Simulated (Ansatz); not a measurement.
Abridged output of a molecular run in Ansatz:

```
Functional definition: HF
1484 factors; integrals over basis functions are off by at most 1.3e-3 eV
mean field evaluation 1: about -80490.5990 eV, gradient 3.3e1 eV
mean field evaluation 2: about -80490.6707 eV, gradient 3.2e1 eV
mean field evaluation 4: about -80493.9333 eV, gradient 4.1e0 eV
mean field evaluation 8: about -80493.9860 eV, gradient 8.5e-2 eV
mean field evaluation 16: about -80493.9073 eV, gradient 1.1e0 eV
mean field -80493.98607511 eV, -2958.0994274769 hartree, gradient 5.7e-6 eV, S^2 0.000000; 0 other end points of the search recorded, 0 dependent functions left out
22 core orbitals not correlated: weight in the atoms' cores, before any rotation towards them, 1.000 or more for the frozen orbitals, at most 0.000 for the correlated occupied ones
reference -80493.98607511 eV, -2958.0994274769 hartree; 23, 23 occupied and 105, 105 virtual orbitals, 1484 factors
second order -24.44619790 eV of doubles, -0.00000000 eV of singles
cycle   1  -25.17780945 eV  change   -7.3e-1 eV  update   1.2e-1
cycle   2  -25.95342867 eV  change   -7.8e-1 eV  update   3.6e-2
cycle   3  -26.08870870 eV  change   -1.4e-1 eV  update   1.7e-2
cycle   4  -26.08080184 eV  change    7.9e-3 eV  update   4.2e-3
cycle   5  -26.08125790 eV  change   -4.6e-4 eV  update   1.5e-3
cycle   6  -26.08116257 eV  change    9.5e-5 eV  update   4.9e-4
cycle   7  -26.08099606 eV  change    1.7e-4 eV  update   1.6e-4
cycle   8  -26.08104641 eV  change   -5.0e-5 eV  update   7.0e-5
cycle   9  -26.08104604 eV  change    3.7e-7 eV  update   2.4e-5
perturbative correction -0.81057310 eV, -0.0297880121 hartree
Total energy: -80520.87769425 eV, -2959.0876762524 hartree
```

Its atoms:

```xyz
14

C    -0.488   -2.158    0.092
C    -0.913   -0.901   -0.018
N    -0.129    0.245   -0.143
Ge    1.727    0.062   -0.147
Si   -0.864    1.794   -0.062
Cl   -0.965    2.531    1.862
H    -1.207   -2.962    0.161
H     0.561   -2.430    0.117
H    -1.985   -0.709   -0.028
H     2.266    1.491   -0.264
H     2.178   -0.602    1.162
H     2.126   -0.798   -1.354
H    -2.256    1.679   -0.548
H    -0.053    2.758   -0.833
```

Which basis set was used?
A. def2-SVP
B. cc-pV(T+d)Z
C. def2-QZVPP
D. def2-TZVPP

A. It gives 150 functions.

Write the keys of the input that set method, charge and spin (a neutral closed shell needs none for the last two).


```yaml
correlation: {method: ccsd_t}
```
